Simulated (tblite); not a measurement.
A geometry optimisation, step by step.

Compound: C4H8ClGeN3.
SMILES with atom numbers: `[CH3:1][CH2:2][c:3]1[n:4][c:5]([Cl:6])[n:7][n:8]1[GeH3:9]` (hydrogens: H10, H11, H12 on C1; H13, H14 on C2; H15, H16, H17 on Ge9)

Computed with GFN2-xTB (tblite), gas phase: L-BFGS steps from a force-field or distance-geometry start until the largest atomic force falls under 0.01 eV/Å. 9 of its 113 geometries are shown.

Step 0: E = -759.2812 eV, largest atomic force 2.283 eV/Å
```
atom  x, y, z in Å  |  force x, y, z in eV/Å
C1     -1.985   -0.363   -0.691   -0.948  -0.149  -0.505
C2     -1.367    0.368    0.484    0.415   0.186   0.879
C3      0.036    0.816    0.160   -1.410   1.635  -0.576
N4      0.297    2.033   -0.389    0.689  -1.982   0.899
C5      1.632    1.954   -0.561    0.460  -0.176  -0.254
Cl6     2.576    3.256   -1.260   -0.740  -1.148   0.619
N7      2.159    0.779   -0.190    1.214   1.516  -0.656
N8      1.147    0.076    0.275   -1.250  -0.352   0.285
Ge9     1.297   -1.694    0.877    0.393  -0.546   0.268
H10    -3.027   -0.682   -0.418    0.928   0.241  -0.317
H11    -2.053    0.314   -1.571    0.095  -0.549   0.587
H12    -1.403   -1.263   -0.955   -0.229   0.406   0.053
H13    -1.989    1.248    0.765    0.522  -0.454  -0.307
H14    -1.337   -0.309    1.374    0.074   0.338  -0.499
H15     0.691   -2.645   -0.179    0.177   0.470   0.344
H16     2.785   -2.031    1.107   -0.633   0.343  -0.200
H17     0.533   -1.846    2.220    0.243   0.220  -0.619
```

Step 14: E = -759.6501 eV, largest atomic force 0.107 eV/Å
```
atom  x, y, z in Å  |  force x, y, z in eV/Å
C1     -2.004   -0.361   -0.687   -0.016  -0.007  -0.018
C2     -1.374    0.372    0.497   -0.047   0.000   0.019
C3     -0.009    0.821    0.150   -0.032  -0.005   0.037
N4      0.320    1.982   -0.365    0.021  -0.053   0.007
C5      1.651    1.873   -0.540    0.049   0.015  -0.001
Cl6     2.561    3.127   -1.193    0.078  -0.014   0.002
N7      2.156    0.722   -0.162    0.008   0.012  -0.029
N8      1.079    0.035    0.288   -0.020   0.034  -0.012
Ge9     1.325   -1.698    0.877   -0.006   0.100  -0.037
H10    -3.012   -0.684   -0.440    0.003   0.004   0.006
H11    -2.047    0.298   -1.550   -0.017   0.009  -0.002
H12    -1.412   -1.237   -0.952   -0.004  -0.013   0.008
H13    -1.969    1.248    0.752   -0.024  -0.006   0.002
H14    -1.315   -0.295    1.364   -0.043   0.005  -0.007
H15     0.708   -2.564   -0.175    0.050  -0.047   0.041
H16     2.792   -1.861    1.032   -0.056   0.040  -0.020
H17     0.544   -1.766    2.152    0.055  -0.074   0.004
```

Step 28: E = -759.6648 eV, largest atomic force 0.054 eV/Å
```
atom  x, y, z in Å  |  force x, y, z in eV/Å
C1     -2.020   -0.354   -0.690   -0.010   0.004  -0.001
C2     -1.403    0.395    0.490    0.033   0.009   0.017
C3     -0.031    0.840    0.152    0.012  -0.002  -0.029
N4      0.330    1.996   -0.358    0.007   0.005   0.003
C5      1.660    1.856   -0.530   -0.001  -0.007  -0.006
Cl6     2.630    3.072   -1.169   -0.008   0.028  -0.001
N7      2.132    0.691   -0.159   -0.010  -0.011   0.008
N8      1.037    0.030    0.285   -0.008  -0.018   0.017
Ge9     1.341   -1.690    0.871    0.006  -0.025   0.004
H10    -3.025   -0.682   -0.439   -0.033  -0.006  -0.004
H11    -2.069    0.296   -1.560   -0.013   0.017  -0.018
H12    -1.421   -1.228   -0.944    0.010  -0.008   0.004
H13    -2.010    1.264    0.743    0.015   0.009  -0.020
H14    -1.340   -0.271    1.357   -0.045   0.000   0.029
H15     0.765   -2.614   -0.155    0.021   0.010   0.007
H16     2.814   -1.757    0.989    0.002  -0.006   0.003
H17     0.602   -1.832    2.166    0.022   0.003  -0.016
```

Step 42: E = -759.6677 eV, largest atomic force 0.012 eV/Å
```
atom  x, y, z in Å  |  force x, y, z in eV/Å
C1     -2.035   -0.347   -0.691   -0.002  -0.004  -0.001
C2     -1.415    0.408    0.486   -0.007  -0.007  -0.004
C3     -0.035    0.829    0.152    0.000   0.005   0.002
N4      0.330    1.985   -0.355    0.004   0.006  -0.004
C5      1.659    1.845   -0.525    0.004  -0.001   0.005
Cl6     2.627    3.069   -1.154   -0.005  -0.007   0.002
N7      2.128    0.678   -0.154    0.007   0.000   0.002
N8      1.032    0.016    0.288    0.005   0.006  -0.005
Ge9     1.367   -1.701    0.871    0.003   0.004  -0.001
H10    -3.040   -0.676   -0.440   -0.003   0.011   0.002
H11    -2.085    0.300   -1.563   -0.001  -0.005   0.001
H12    -1.434   -1.221   -0.940   -0.005  -0.003   0.001
H13    -2.005    1.296    0.712   -0.003  -0.001  -0.002
H14    -1.384   -0.241    1.367    0.003  -0.001   0.006
H15     0.806   -2.632   -0.156    0.003  -0.001  -0.006
H16     2.841   -1.742    0.985    0.003   0.000   0.001
H17     0.638   -1.855    2.168   -0.006  -0.001   0.000
```

Step 56: E = -759.6682 eV, largest atomic force 0.019 eV/Å
```
atom  x, y, z in Å  |  force x, y, z in eV/Å
C1     -2.045   -0.349   -0.688    0.009  -0.003   0.008
C2     -1.415    0.408    0.482    0.002   0.003   0.005
C3     -0.034    0.828    0.149   -0.004  -0.008  -0.008
N4      0.333    1.985   -0.357   -0.006  -0.007  -0.004
C5      1.662    1.846   -0.521   -0.004   0.002  -0.004
Cl6     2.630    3.069   -1.152    0.007   0.007   0.002
N7      2.132    0.681   -0.147   -0.006   0.001  -0.001
N8      1.034    0.018    0.290   -0.005  -0.006  -0.004
Ge9     1.373   -1.700    0.868   -0.003  -0.002   0.001
H10    -3.056   -0.657   -0.434    0.002   0.019  -0.001
H11    -2.082    0.288   -1.568   -0.002  -0.012   0.007
H12    -1.462   -1.239   -0.925    0.014   0.002  -0.004
H13    -2.002    1.299    0.705    0.002   0.003   0.002
H14    -1.383   -0.236    1.367   -0.003   0.000   0.000
H15     0.830   -2.630   -0.171    0.002   0.004   0.000
H16     2.847   -1.736    0.997   -0.003   0.004   0.004
H17     0.630   -1.862    2.156   -0.002  -0.007  -0.004
```

Step 70: E = -759.6686 eV, largest atomic force 0.026 eV/Å
```
atom  x, y, z in Å  |  force x, y, z in eV/Å
C1     -2.048   -0.352   -0.679   -0.006  -0.010  -0.008
C2     -1.414    0.412    0.484   -0.014  -0.008  -0.017
C3     -0.034    0.826    0.142    0.002   0.009   0.024
N4      0.332    1.982   -0.364   -0.001   0.006   0.000
C5      1.662    1.845   -0.526   -0.001   0.001   0.004
Cl6     2.631    3.074   -1.144    0.000  -0.006  -0.009
N7      2.132    0.680   -0.150    0.001   0.001   0.005
N8      1.034    0.017    0.287    0.001  -0.002  -0.010
Ge9     1.376   -1.701    0.862    0.010  -0.010   0.000
H10    -3.067   -0.635   -0.430   -0.002  -0.002   0.008
H11    -2.068    0.273   -1.569    0.006  -0.002   0.005
H12    -1.480   -1.256   -0.899    0.009   0.007   0.004
H13    -1.999    1.306    0.701    0.007   0.000   0.008
H14    -1.382   -0.226    1.373   -0.003   0.010  -0.005
H15     0.861   -2.627   -0.193    0.004  -0.001  -0.004
H16     2.847   -1.724    1.021   -0.010   0.000   0.002
H17     0.609   -1.883    2.134   -0.003   0.005  -0.007
```

Step 84: E = -759.6733 eV, largest atomic force 0.043 eV/Å
```
atom  x, y, z in Å  |  force x, y, z in eV/Å
C1     -2.027   -0.374   -0.610   -0.005  -0.003   0.010
C2     -1.421    0.458    0.521    0.016   0.006  -0.001
C3     -0.036    0.848    0.168    0.013  -0.004  -0.010
N4      0.337    2.005   -0.330    0.009  -0.006   0.003
C5      1.657    1.841   -0.545   -0.008  -0.005  -0.012
Cl6     2.622    3.055   -1.196    0.020  -0.003   0.012
N7      2.113    0.658   -0.209   -0.015   0.007  -0.011
N8      1.016    0.010    0.253   -0.001   0.014   0.033
Ge9     1.368   -1.716    0.795   -0.015  -0.009   0.002
H10    -3.074   -0.580   -0.404   -0.027  -0.014   0.001
H11    -1.953    0.167   -1.550   -0.029  -0.002   0.004
H12    -1.498   -1.323   -0.710    0.024  -0.006  -0.001
H13    -2.002    1.367    0.673    0.003  -0.012  -0.013
H14    -1.412   -0.125    1.448    0.006   0.020  -0.009
H15     1.121   -2.614   -0.376    0.008   0.040   0.015
H16     2.787   -1.666    1.220   -0.012  -0.013  -0.002
H17     0.396   -1.998    1.898    0.014  -0.009  -0.022
```

Step 98: E = -759.6816 eV, largest atomic force 0.053 eV/Å
```
atom  x, y, z in Å  |  force x, y, z in eV/Å
C1     -2.023   -0.414   -0.528   -0.007   0.005  -0.001
C2     -1.433    0.517    0.533    0.036   0.014   0.006
C3     -0.043    0.879    0.168    0.008  -0.001   0.004
N4      0.356    2.024   -0.341   -0.002  -0.016  -0.009
C5      1.670    1.829   -0.562    0.003   0.002   0.000
Cl6     2.670    3.010   -1.220   -0.008   0.016  -0.001
N7      2.099    0.638   -0.220    0.012   0.009   0.032
N8      0.993    0.022    0.260    0.003  -0.010   0.013
Ge9     1.359   -1.720    0.736   -0.025   0.005  -0.047
H10    -3.069   -0.617   -0.314    0.004  -0.006   0.015
H11    -1.952    0.049   -1.509   -0.016  -0.013   0.005
H12    -1.479   -1.361   -0.546    0.004   0.013  -0.012
H13    -2.017    1.435    0.599   -0.004  -0.001  -0.019
H14    -1.435    0.021    1.508    0.007  -0.001  -0.002
H15     1.397   -2.479   -0.546   -0.007  -0.033  -0.008
H16     2.672   -1.666    1.421    0.009   0.026   0.013
H17     0.228   -2.155    1.611   -0.016  -0.009   0.011
```

Step 112: E = -759.6847 eV, largest atomic force 0.009 eV/Å
```
atom  x, y, z in Å  |  force x, y, z in eV/Å
C1     -2.022   -0.422   -0.529   -0.002  -0.004   0.001
C2     -1.427    0.518    0.521    0.002  -0.001  -0.006
C3     -0.037    0.881    0.158    0.001   0.000  -0.004
N4      0.361    2.021   -0.361    0.000   0.005   0.001
C5      1.681    1.834   -0.554    0.000   0.002   0.005
Cl6     2.678    3.016   -1.214    0.002   0.001   0.009
N7      2.115    0.653   -0.182   -0.001  -0.002  -0.007
N8      1.003    0.034    0.283    0.000  -0.003  -0.009
Ge9     1.345   -1.720    0.735    0.006   0.003   0.006
H10    -3.047   -0.674   -0.269   -0.004  -0.003   0.005
H11    -2.018    0.056   -1.505    0.000   0.001   0.003
H12    -1.440   -1.343   -0.589    0.002   0.001   0.006
H13    -2.014    1.435    0.580   -0.002   0.004  -0.005
H14    -1.426    0.030    1.499    0.004  -0.005   0.000
H15     1.351   -2.481   -0.549    0.000  -0.007  -0.003
H16     2.669   -1.674    1.401   -0.009  -0.002  -0.001
H17     0.221   -2.151    1.623    0.002   0.009  -0.001
```

Problem. Summarise the path.

Solution. The energy falls by 38.93 kJ/mol from step 0 to step 112; nine tenths of that is first reached at step 12. It rises by more than 0.2 meV at step 80. The largest force goes from 2.283 to 0.009 eV/Å. Among the bonds C5–Cl6 changes most, from 1.753 to 1.682 Å; the atoms move by 0.347 Å rms after alignment.

Problem. Follow the three bonds and two angles with the largest change from start to end.

Solution. 
```
step  E above end (kJ/mol)  largest force (eV/Å)  C5–Cl6 (Å)  Ge9–H16 (Å)  Ge9–H17 (Å)  N7–N8–Ge9 (°)  C3–N8–Ge9 (°)
   0                 38.93                 2.283       1.753        1.543        1.553          123.8          128.0
   5                  7.44                 0.261       1.677        1.476        1.493          121.2          130.8
  10                  4.55                 0.170       1.683        1.479        1.496          119.0          132.4
  15                  3.19                 0.130       1.681        1.483        1.497          118.4          133.4
  19                  2.63                 0.066       1.682        1.477        1.495          117.6          133.8
  24                  2.07                 0.064       1.683        1.479        1.495          115.5          136.2
  29                  1.89                 0.054       1.681        1.479        1.497          115.2          136.4
  34                  1.73                 0.047       1.683        1.479        1.496          114.5          137.2
  39                  1.65                 0.022       1.682        1.479        1.496          114.3          137.4
  44                  1.63                 0.013       1.682        1.479        1.496          114.3          137.5
  49                  1.62                 0.020       1.682        1.480        1.496          114.2          137.5
  54                  1.60                 0.025       1.683        1.479        1.496          114.1          137.6
  58                  1.58                 0.024       1.682        1.480        1.496          114.1          137.6
  63                  1.57                 0.022       1.682        1.479        1.496          114.0          137.7
  68                  1.56                 0.013       1.682        1.480        1.496          114.0          137.7
  73                  1.52                 0.039       1.682        1.480        1.497          113.9          137.8
  78                  1.34                 0.082       1.682        1.481        1.495          113.6          138.2
  83                  1.12                 0.049       1.682        1.482        1.498          113.2          138.5
  88                  0.96                 0.048       1.682        1.483        1.496          112.8          138.9
  93                  0.58                 0.093       1.682        1.484        1.497          111.5          140.1
  97                  0.38                 0.055       1.682        1.483        1.495          111.2          140.4
 102                  0.13                 0.037       1.682        1.484        1.495          110.7          140.7
 107                  0.04                 0.027       1.682        1.482        1.495          111.5          139.9
 112                  0.00                 0.009       1.682        1.483        1.496          111.5          139.8
```

What follows is the cost of the whole relaxation. Hardware: one thread of an Intel Xeon 6975P-C, shared host. Cost: 0.75 s wall.
